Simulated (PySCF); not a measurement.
# `C[C@@H]1OCCCOC1=O`, C6H10O3

Geometry:
```
atom   x (Å)   y (Å)   z (Å)
  C1   2.560  -0.228   0.003
  C2   1.046  -0.158   0.169
  O3   0.462  -0.445  -1.089
  C4  -0.840  -0.966  -1.049
  C5  -1.886   0.051  -0.586
  C6  -1.656   0.504   0.854
  O7  -0.633   1.476   0.987
  C8   0.652   1.238   0.689
  O9   1.453   2.115   0.857
 H10   3.048  -0.030   0.952
 H11   2.874   0.521  -0.716
 H12   2.842  -1.212  -0.360
 H13   0.716  -0.905   0.914
 H14  -0.876  -1.854  -0.396
 H15  -1.052  -1.277  -2.074
 H16  -1.849   0.925  -1.237
 H17  -2.876  -0.401  -0.660
 H18  -1.448  -0.359   1.501
 H19  -2.545   1.014   1.233
```

Computed, not measured: GIAO PBE/pcSseg-1 magnetisability, rotational g tensor and spin-rotation constants, non-relativistic, gas phase (PySCF). Geometry: GFN2-xTB.

Task: Give the nuclear spin-rotation constants along the inertial axes (H = +C I·J) beside the isotropic shieldings.

Result: Rotational constants 2.3667, 1.6656, 1.0778 GHz. A star marks the isotopologue with that one atom substituted, in its own axes.
| atom | isotope | Caa (kHz) | Cbb (kHz) | Ccc (kHz) | mean (kHz) | σ (ppm) |
| --- | --- | --- | --- | --- | --- | --- |
| H10 | 1H | -0.106 | -0.134 | -0.079 | -0.106 | 30.4 |
| H11 | 1H | -0.202 | -0.189 | 0.014 | -0.126 | 29.9 |
| H12 | 1H | -0.256 | 0.033 | -0.119 | -0.114 | 30.5 |
| H13 | 1H | -0.219 | -0.180 | 0.048 | -0.117 | 27.7 |
| H14 | 1H | -0.260 | -0.156 | 0.050 | -0.122 | 27.9 |
| H15 | 1H | -0.189 | -0.024 | -0.050 | -0.088 | 27.0 |
| H16 | 1H | -0.264 | -0.178 | 0.031 | -0.137 | 29.6 |
| H17 | 1H | 0.070 | -0.193 | -0.124 | -0.082 | 30.1 |
| H18 | 1H | -0.248 | -0.148 | 0.045 | -0.117 | 27.4 |
| H19 | 1H | -0.104 | 0.005 | -0.111 | -0.070 | 27.0 |
| C1 | 13C* | 0.333 | 0.249 | 0.180 | 0.254 | 161.4 |
| C2 | 13C* | 0.534 | 0.432 | 0.266 | 0.411 | 100.9 |
| O3 | 17O* | -0.329 | -0.210 | -0.101 | -0.213 | 250.7 |
| C4 | 13C* | 0.462 | 0.459 | 0.270 | 0.397 | 102.5 |
| C5 | 13C* | 0.431 | 0.297 | 0.184 | 0.304 | 144.9 |
| C6 | 13C* | 0.490 | 0.408 | 0.248 | 0.382 | 110.9 |
| O7 | 17O* | -0.792 | -0.368 | -0.182 | -0.447 | 101.1 |
| C8 | 13C* | 0.954 | 0.756 | 0.320 | 0.677 | 8.0 |
| O9 | 17O* | -1.512 | -0.814 | -0.162 | -0.829 | -124.3 |

For the geometry as given, no vibrational averaging.
